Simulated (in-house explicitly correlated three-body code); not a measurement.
Computed with an exponentially correlated three-body code. Model: two electrons around a point charge, non-relativistic, variational in 260 exponentially correlated functions (energies converged to about 1e-7 hartree, or 1e-8 relative for large Z).

Command:
```bash
python run_hyl.py task.json out
```
Settings (lengths in bohr, energies in hartree):
```
Z                      9
screening              1.8
interaction_strength   1
functions              260
states_tried           13
```

Time taken, with all properties: 46 s on 1 thread of Intel(R) Xeon(R) Platinum 8375C CPU @ 2.90GHz (Ice Lake) (shared host).

**Those bound S and P states to n = 4 that converged, binding against the one-electron ion.**

Given: nuclear charge 9; Yukawa screening of all interactions 1.8 1/bohr.

Computed: one-electron threshold -26.4714894 hartree.

| term | energy (hartree) | binding (eV) |
| --- | --- | --- |
| 1 1S | -49.0882808 | 615.43 |
| 2 3S | -27.1116024 | 17.418 |
| 2 1S | -26.973525 | 13.661 |

**Converged states only, values per electron or pair (inverse distances are <exp(-kr)/r>).**

```csv
term,mean r (bohr),mean r squared (bohr²),mean inverse r (1/bohr),mean r12 (bohr),mean inverse r12 (1/bohr),mean cosine,mean p1 dot p2 (bohr⁻²),delta r1 (bohr⁻³),delta r12 (bohr⁻³)
1 1S,0.18001,0.043804,6.9209,0.26567,3.7083,-0.014131,0.98088,204.58,21.49
2 3S,0.62329,0.73891,3.8631,1.0938,0.30597,-0.0021875,0.019948,115.3,-
2 1S,0.67061,0.87791,3.8354,1.1833,0.38935,-0.0028847,0.034799,114.59,1.5071
```

**Static dipole response.**

| state | polarisability (bohr³) |
| --- | --- |
| 1 1S | 0.0019232 |
